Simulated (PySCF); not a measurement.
Relaxation of singlet ZrOBr2

These are results of PBE in PySCF with Zr def2-SVP with ECP28, O def2-SVP, Br def2-SVP; scalar-relativistic core potentials, no spin–orbit coupling; density-fitted integrals, not measurements. A (50,194) grid was used.

A hand-made trigonal planar start, of C2v symmetry, held to at least that symmetry:

```xyz
4
charge 0 multiplicity 1, angstrom
Zr   -0.3452   -0.5979    0.0000
O    -1.2651   -2.1914    0.0000
Br    2.3348   -0.5978    0.0000
Br   -1.6852    1.7230    0.0000
```

Problem. What does it relax to?

Solution. It ends at C2v with Zr–Br 2.545 Å (×2), Zr–O 1.745 Å; Br–Zr–Br 130.1°, Br–Zr–O 114.9° (×2) (after a last refinement on a finer grid). No frequency check is given, so it may be a saddle point. Other isomers or separated fragments may lie lower.

Problem. How much energy is released, and in how many steps?

Solution. 39.7 kJ/mol in 7 steps.

Stability towards spin polarisation was not tested.

The relaxation took about 50 core-seconds on a shared host.
